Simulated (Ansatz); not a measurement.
Total energies of `C[C@@H]([SiH3])B[Si@@H](O)[GaH2]`.

```tsv
atom	x (Å)	y (Å)	z (Å)
C1	-0.057	-1.412	-1.552
C2	0.323	0.066	-1.470
Si3	-1.182	1.167	-1.139
B4	1.230	0.555	-0.317
Si5	1.274	-0.351	1.448
O6	2.364	0.375	2.474
Ga7	-1.082	0.005	1.962
H8	-0.781	-1.612	-2.346
H9	0.828	-2.024	-1.744
H10	-0.496	-1.765	-0.615
H11	0.665	0.460	-2.437
H12	-0.969	2.563	-1.589
H13	-1.478	1.283	0.345
H14	-2.407	0.589	-1.745
H15	1.688	1.664	-0.399
H16	1.520	-1.825	1.387
H17	2.283	0.170	3.405
H18	-1.600	1.136	2.927
H19	-2.124	-1.043	1.404
```

Charge 0, multiplicity 1. Correlated methods include outer-core shells of Ga, which these sets cover unevenly. Scalar relativity is left out up to krypton. All single points use the PBE0-D4/def2-TZVP geometry. It is one conformer, not always the lowest. Basis def2-TZVPP, Ansatz.

RPA on PBE orbitals: Hartree–Fock energy of these orbitals -2683.36830 Eh, correlation -2.02897 Eh (frozen core).

```csv
functional,energy without D4 (Eh),D4 term (kJ/mol)
LDA (SPW92),-2680.47402,–
PBE,-2686.60256,-58.0
revPBE,-2687.11780,-152.3
BLYP,-2687.41153,-122.6
r2SCAN,-2687.27891,-14.9
B97M-V,-2686.93139,–
PBE0,-2686.72815,-50.2
B3LYP,-2687.55040,-93.5
r2SCANh,-2687.25733,-16.1
r2SCAN0,-2687.22730,-17.9
HSE06 (plane-wave form),-2686.70321,-47.4
BHLYP,-2687.31331,-78.1
CAM-B3LYP,-2687.47937,-52.1
LC-ωPBE,-2686.90111,–
ωB97X-V,-2687.12897,–
ωB97M-V,-2687.20096,–
B2PLYP,-2686.67685,–
PBE-QIDH,-2686.19845,–
```

B3LYP takes the VWN-RPA correlation (the form of Gaussian; ORCA's B3LYP/G). HSE06 is the plane-wave form, built on full-range PBE exchange. The double hybrids freeze the cores in their second-order part.

LC-ωPBE has ω = 0.4 bohr⁻¹.
